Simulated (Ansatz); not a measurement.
CH₇BFNSn, relaxed with RKS PBE-D4/def2-SVP in Ansatz from a rough embedded geometry. The force threshold is 0.03 eV/Å; the program also tests the step.

The species carries charge 0 and has multiplicity 1. Sn takes the def2 core potential. The bonds changed during the relaxation, so this is another structure than the one it started from.

Start:

```xyz
12

B    -0.470    0.003    1.613
C    -0.352   -0.521    0.178
N     0.674   -1.529    0.117
F    -1.492   -1.040   -0.239
Sn    0.093    1.157   -1.120
H    -0.459   -0.788    2.564
H    -1.136    0.966    1.863
H     0.761   -1.867   -0.882
H     1.660   -1.096    0.280
H     1.633    1.844   -0.616
H    -1.176    2.305   -0.994
H     0.263    0.566   -2.765
```

Problem. How much energy does the relaxation release, and in how many steps? (An estimate is asked.)

Solution. Ansatz gave: 235.84 kJ/mol, in 36 steps, 3 of them rejected.

Problem. Which bonds change most? (An estimate is asked.)

Solution. Computed: B1–Sn5 from 3.020 to 2.312 Å; C2–N3 from 1.440 to 1.337 Å; N3–H9 from 1.089 to 1.020 Å; N3–H8 from 1.059 to 1.023 Å.

Problem. Give the relaxed structure. (Estimate.)

Solution. Ansatz gave: 
```xyz
12

B    -0.152    0.212    1.090
C    -0.504   -1.042    0.286
N     0.306   -2.053   -0.044
F    -1.725   -1.236   -0.225
Sn    0.152    1.705   -0.648
H     0.944    0.144    1.633
H    -1.092    0.695    1.703
H     0.014   -2.776   -0.705
H     1.270   -2.038    0.289
H     0.805    3.187   -0.027
H    -1.303    2.095   -1.516
H     1.284    1.107   -1.836
```
